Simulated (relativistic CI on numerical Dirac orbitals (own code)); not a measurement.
Cd³⁺: M2,3 absorption edge

Computed with this model: Dirac-Coulomb-Breit CI, orbitals from a KLI potential per configuration, QED by a radiative potential, valence Slater integrals scaled by 0.7, multiplet model of core-to-valence dipole absorption; configurations [Kr] 4d9 → [Ne] 3s2 3p5 3d10 4s2 4p6 4d10; 10 K; Lorentzian 3 eV and Gaussian 0.4 eV FWHM. Energies are those of the free ion, without screening or charge transfer. The branching ratio is the share of the lower-energy edge in the whole absorption, uncertain by about 0.02 where the edges overlap. S is read from ⟨S²⟩ = S(S + 1).

Field parameters in Wybourne normalisation: D3d B²₀ = −7Dσ, B⁴₀ = −14Dq − 21Dτ, B⁴₃ = −14√(10/7) Dq; D4h B²₀ = −7Ds, B⁴₀ = 21(Dq − Dt), B⁴₄ = 21√(5/14) Dq; Td as Oh with Dq negative (B⁴₀ = 21Dq, B⁴₄ = √(5/14) B⁴₀). The field is a parameter set, without covalency.

Computed curve for D4h, 10Dq = 37750, Ds = 1690, Dt = -200 cm⁻¹, scaled to 100 at the maximum (points under 2 are left out and the grid is thinned):

(Energy (eV), Intensity): (603.5, 2.0), (604.5, 2.4), (605.0, 2.7), (606.0, 3.4), (607.0, 4.3), (608.0, 5.7), (608.5, 6.7), (609.5, 9.6), (610.5, 14.6), (611.0, 18.6), (612.0, 32.8), (613.0, 62.8), (614.0, 100.0), (614.5, 98.4), (615.5, 59.6), (616.5, 31.2), (617.0, 23.3), (618.0, 14.1), (619.0, 9.3), (620.0, 6.6), (620.5, 5.6), (621.5, 4.3), (622.5, 3.4), (623.5, 2.7), (624.0, 2.5), (625.0, 2.1), (643.5, 2.5), (644.0, 2.9), (645.0, 4.2), (646.0, 6.7), (647.0, 11.9), (647.5, 16.4), (648.5, 28.7), (649.5, 28.1), (650.0, 21.7), (651.0, 11.4), (652.0, 6.4), (653.0, 4.0), (653.5, 3.3), (654.5, 2.3)

The ground state has S = 0.50, and the centroid lies at 622.36 eV.
